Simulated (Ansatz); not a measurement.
C₂H₅GaSi (`C#C[SiH2][GaH2]`), 9 atoms. Total charge 0; spin multiplicity 1. Correlated methods include outer-core shells of Ga, which these sets cover unevenly. Scalar relativity is left out up to krypton. All runs use 2 threads of an Arm Neoverse V1 on a shared host. Correlated methods freeze the cores.

(1) How many basis functions does each run have, and how long does it take in Ansatz? RKS r2SCAN-D4/def2-TZVPP energy and forces; RKS ωB97M-V/def2-QZVPP energy; RHF-CCSD(T)/def2-SVP energy; RKS PBE0-D4/def2-SVP energy; RHF-MP2/def2-QZVPP energy; RKS ωB97M-V/def2-SVP energy; RHF-CCSD(T)/def2-TZVPP energy; RKS PBE0-D4/def2-QZVPP energy; RKS PBE0-D4/def2-TZVP frequencies; RKS HSE06 (plane-wave form)-D4/def2-TZVPP energy; RKS PBE-D4/def2-TZVPP energy and forces; RKS BHLYP-D4/def2-TZVPP energy. (Best estimate.)

Answers

(1) The calculation gave: Other jobs shared the machine, so times are rough.

```csv
level,job,functions,wall time,peak host memory (GiB)
RKS PBE0-D4/def2-SVP,energy,103,2.1 s,0.42
RKS PBE-D4/def2-TZVPP,energy and forces,222,4 s,0.27
RKS BHLYP-D4/def2-TZVPP,energy,222,5.5 s,0.57
RKS HSE06 (plane-wave form)-D4/def2-TZVPP,energy,222,6 s,0.57
RHF-CCSD(T)/def2-SVP,energy,103,7.5 s,0.42
RKS r2SCAN-D4/def2-TZVPP,energy and forces,222,8 s,0.29
RKS ωB97M-V/def2-SVP,energy,103,8.5 s,0.42
RKS PBE0-D4/def2-QZVPP,energy,423,15 s,1.3
RKS ωB97M-V/def2-QZVPP,energy,423,35 s,1.6
RHF-MP2/def2-QZVPP,energy,423,35 s,2.1
RHF-CCSD(T)/def2-TZVPP,energy,222,2.7 min,3.3
RKS PBE0-D4/def2-TZVP,frequencies,177,3.6 min,0.45
```
